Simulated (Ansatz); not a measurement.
Computed with Ansatz on PBE0-D4/def2-TZVP structures; ΔE is electronic, products minus reactants. CCSD(T)/CBS is the MP2 limit (def2-TZVPP, def2-QZVPP) plus CCSD(T) − MP2 in def2-TZVPP, frozen cores. DFT in def2-TZVPP. B3LYP here is the variant with VWN-RPA as its local correlation; programs differ in this. One conformer a species, not always the lowest.

Consider the isomerisation: `C=C=C[SiH2]C` → `CC#C[SiH2]C`.

`C=C=C[SiH2]C`:

Cartesian coordinates in Å:
```
C -2.248 -0.731 -0.691
C -1.102 -1.077 -0.181
C 0.059 -1.375 0.323
Si 1.387 -0.081 0.535
C 0.786 1.587 -0.042
H -3.065 -0.399 -0.059
H -2.423 -0.779 -1.760
H 0.249 -2.404 0.624
H 2.593 -0.503 -0.232
H 1.780 -0.033 1.972
H 1.567 2.340 0.084
H 0.507 1.555 -1.098
H -0.090 1.901 0.529
```

`CC#C[SiH2]C`:

```xyz
13

C     0.484    1.973    2.187
C     0.418    1.150    0.998
C     0.366    0.465    0.003
Si    0.274   -0.578   -1.486
C    -0.947   -1.970   -1.242
H     1.521    2.188    2.454
H     0.013    1.470    3.036
H    -0.030    2.925    2.031
H    -0.133    0.270   -2.638
H     1.629   -1.123   -1.769
H    -0.651   -2.599   -0.399
H    -0.999   -2.596   -2.136
H    -1.945   -1.576   -1.039
```

| level | ΔE (kJ/mol) | difference from CCSD(T)/CBS |
| --- | --- | --- |
| PBE-D4 | -13.0 | 19.4 |
| r2SCAN-D4 | -17.6 | 14.8 |
| PBE0-D4 | -18.6 | 13.8 |
| B3LYP-D4 | -18.8 | 13.6 |
| ωB97X-V | -25.9 | 6.5 |
| ωB97M-V | -24.1 | 8.3 |
| B2PLYP | -32.8 | -0.4 |
| PBE | -16.2 | 16.2 |
| r2SCAN | -18.4 | 14.0 |
| PBE0 | -21.4 | 11.0 |
| B3LYP | -23.8 | 8.6 |
| HF/def2-TZVPP | -40.1 | -7.7 |
| MP2/def2-TZVPP | -44.7 | -12.3 |
| SCS-MP2/def2-TZVPP | -44.9 | -12.5 |
| CCSD/def2-TZVPP | -34.0 | -1.6 |
| CCSD(T)/def2-TZVPP | -32.1 | 0.3 |
| HF/def2-QZVPP | -40.0 | -7.6 |
| MP2/def2-QZVPP | -44.9 | -12.5 |
| SCS-MP2/def2-QZVPP | -45.2 | -12.8 |
| HF/CBS(def2) | -40.0 | -7.6 |
| MP2/CBS(def2) | -45.1 | -12.7 |
| CCSD/CBS(def2) | -34.3 | -1.9 |
| CCSD(T)/CBS | -32.4 | 0 |

Largest T1 diagnostic among the species: 0.012.

The D4 term adds +5.0 kJ/mol with B3LYP and +2.8 kJ/mol with PBE0; it sums over pairs of atoms, weighted by their polarisabilities, and B3LYP, whose exchange is more repulsive, gets the larger term. From PBE to PBE0 (25 % exact exchange), in def2-TZVPP and without D4, ΔE moves by −5.2 kJ/mol.
